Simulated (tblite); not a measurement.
Species: C2H10OSSi2 (charge +1 and doublet state).
Cartesian coordinates in Å at the GFN2-xTB level; atoms count from 1:
```xyz
16
C2H10OSSi2 angstrom
C      2.611    0.059   -0.117
S      1.544   -0.541   -1.458
Si    -0.381   -0.814   -0.518
C     -0.269   -1.160    1.341
Si    -1.457    1.359   -0.852
O     -2.823    0.828   -0.212
H      3.583    0.252   -0.560
H      2.211    0.981    0.294
H      2.699   -0.702    0.651
H     -1.029   -1.802   -1.371
H     -1.261   -1.277    1.769
H      0.280   -2.081    1.531
H      0.230   -0.358    1.885
H     -1.519    1.671   -2.271
H     -0.759    2.331   -0.014
H     -3.668    1.262   -0.109
```

Computed with GFN2-xTB (tblite): harmonic, unscaled wavenumbers at the GFN2-xTB geometry, gas phase. The method is semi-empirical: single wavenumbers can be off by several per cent or more. Modes of hydrogen on silicon can be 10 to 20 % off. One conformer, not necessarily the lowest. Open shells enter through the occupations alone, without spin polarisation, and single modes of such species can be off by tens of per cent.

Harmonic wavenumbers (cm⁻¹): 32.7, 44.5, 77.8, 107.7, 114.0, 118.3, 142.9, 151.0, 217.7, 287.5, 305.0, 366.5, 444.4, 499.1, 541.2, 569.1, 639.2, 699.2, 723.1, 740.0, 754.5, 789.8, 807.3, 921.4, 950.4, 975.2, 1316.2, 1338.2, 1413.1, 1419.8, 1429.4, 1436.3, 2262.5, 2296.5, 2328.8, 3005.7, 3006.9, 3037.4, 3038.7, 3050.7, 3061.8, 3592.5.

A = 2754, B = 1034, C = 899.5 MHz; mass 137.999 u (most abundant isotopes); point group C1, symmetry number 1; spin multiplicity 2.

Q: Zero-point energy?

A: Half the sum of the wavenumbers: 24527 cm⁻¹ = 70.12 kcal/mol.

Q: Entropy at 298.15 K, 1 bar (ideal gas, RRHO, classical rotation)?

A: Translation 40.70, rotation 29.22, vibration 40.57, spin (R ln 2) 1.38: S = 111.9 cal/(mol K).

Q: And Cp and H(298.15 K) − H(0)?

A: Cp = 42.44 cal/(mol K), of which vibrations give 34.49 (their classical limit is 42 R = 83.5); H(298.15 K) − H(0) = 8.27 kcal/mol without the zero-point energy, 5.90 from vibrations.

Q: Blend soft modes into free rotors: weight 1/[1 + (100 cm⁻¹/ν̃)⁴] for the oscillator and the rest for a rotor with moment μB/(μ + B), μ = h/(8π²ν), B = 10⁻⁴⁴ kg m². What vibrational entropy results?

A: 36.32 cal/(mol K) in place of 40.57, which changes −T·S at 298.15 K by +1.26 kcal/mol.

Q: How do the functions run with temperature in this model?

A: 
| T (K) | S (cal/(mol K)) | Cp (cal/(mol K)) | H − H(0) (kcal/mol) | G − H(0) (kcal/mol) | ln q(vib) |
| --- | --- | --- | --- | --- | --- |
| 150 | 87.7 | 29.0 | 2.94 | -10.21 | 5.13 |
| 250 | 104.7 | 38.4 | 6.32 | -19.87 | 8.81 |
| 400 | 125.4 | 49.5 | 12.97 | -37.18 | 13.72 |
| 600 | 147.5 | 59.4 | 23.93 | -64.55 | 19.46 |
| 900 | 173.5 | 69.1 | 43.31 | -112.86 | 26.80 |

q(vib) and H(0) count from the zero-point level.

Hindered rotation and anharmonicity are outside this model. Other conformers, if any are populated, would add a mixing term that is left out. The structure is chiral; the term R ln 2 for an equal mix with its mirror image is left out.

Hardware: an Intel Xeon 6975P-C with one thread, no GPU, shared host with 192 logical CPUs at a one-minute load of 41. Cost: 0.63 s wall. This covers the Hessian and the dipole derivatives.
